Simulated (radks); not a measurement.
The mercury ion Hg4+, configuration [Xe] 4f14 5d8 (the NIST ground configuration). All-electron calculation, scalar-relativistic Kohn-Sham, PBE, spin-unpolarised, spherical densities, finite nucleus; Fermi nuclear charge, rms radius 5.4648 fm. Program: a radial shooting solver on a logarithmic mesh with Libxc functionals.

Normalised radial functions P(r) = r R(r), r in bohr:

r               5d
0.0008291   0.0000
0.0009576   0.0000
0.001097    0.0000
0.001267    0.0000
0.001463    0.0000
0.001676    0.0000
0.001936    0.0001
0.002218    0.0001
0.002562    0.0001
0.002935    0.0002
0.003389    0.0003
0.003914    0.0004
0.004485    0.0005
0.005179    0.0008
0.005934    0.0011
0.006853    0.0016
0.007914    0.0024
0.009067    0.0034
0.01047     0.0050
0.012       0.0071
0.01385     0.0102
0.016       0.0145
0.01833     0.0202
0.02117     0.0285
0.02426     0.0390
0.02801     0.0537
0.03209     0.0717
0.03706     0.0959
0.0428      0.1257
0.04904     0.1590
0.05664     0.1988
0.06489     0.2384
0.07494     0.2785
0.08654     0.3106
0.09915     0.3261
0.1145      0.3179
0.1312      0.2789
0.1515      0.1990
0.1736      0.0870
0.2005     -0.0616
0.2315     -0.2222
0.2652     -0.3595
0.3063     -0.4584
0.3509     -0.4819
0.4053     -0.4152
0.4681     -0.2542
0.5363     -0.0324
0.6193      0.2431
0.7096      0.5037
0.8195      0.7397
0.9464      0.9015
1.084       0.9698
1.252       0.9527
1.435       0.8659
1.657       0.7232
1.898       0.5660
2.192       0.4016
2.532       0.2595
2.9         0.1558
3.35        0.0804
3.838       0.0377
4.432       0.0144

5d: eigenvalue -57.226 eV, 2 radial nodes at r = 0.189, 0.546 bohr, <r> = 1.34 bohr, 90 % of the charge inside 2.00 bohr.
